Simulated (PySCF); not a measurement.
# Correlation energy of Cl²⁺ (chlorine, charge +2)

[Ne] 3s1 3p4, 3s spin antiparallel (an excited configuration). All numbers are calculated (PySCF 2.14, the non-relativistic Hamiltonian (point nucleus), in aug-cc-pV(Q+d)Z with one added diffuse shell each of s, p, d, f, g type (8s7p6d4f3g, 114 functions)). Frozen: [Ne]; 5 electrons correlated.

MP2 pair energies summed by pair of shells (mhartree):

| pair | energy | share (%) |
| --- | --- | --- |
| 3p-3p | -93.67 | 50.2 |
| 3s-3p | -92.93 | 49.8 |

Total MP2 correlation energy: -186.60 mhartree.

Same-spin part -27.64 and opposite-spin part -158.96 mhartree; SCS-MP2 scales them by 1/3 and 6/5 to -199.96 mhartree.
